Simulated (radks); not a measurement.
Results of a calculation; reference values are marked as such.
Coulomb parameter of the 4d shell of the zirconium ion Zr+ in the model configuration [Kr] 4d1 5s1 5p1, as a second difference U = [E(n + 0.5) + E(n - 0.5) - 2 E(n)] / (0.5)^2 with all orbitals relaxed. "Bare": the charge of the atom changes with n. "Screened": the 5p shell takes up the change at fixed total charge, which measures U(4d,4d) + U(5p,5p) - 2 U(4d,5p). Code: a radial shooting solver on a logarithmic mesh with Libxc functionals. Model: scalar-relativistic Kohn-Sham, r2SCAN, spin-unpolarised, spherical densities, finite nucleus; meta-GGA in the generalised Kohn-Sham scheme; Fermi nuclear charge, rms radius 4.2694 fm.

case                  configuration  E - E(n) (eV)
start              [Kr] 4d1 5s1 5p1          0.000
bare +0.5        [Kr] 4d1.5 5s1 5p1         -5.305
bare -0.5        [Kr] 4d0.5 5s1 5p1          7.637
screened +0.5  [Kr] 4d1.5 5s1 5p0.5         -2.458
screened -0.5  [Kr] 4d0.5 5s1 5p1.5          2.897

U(bare) = 9.326 eV, U(screened by 5p) = 1.756 eV, against the Slater integral F0(4d,4d) = 12.457 eV with frozen orbitals.
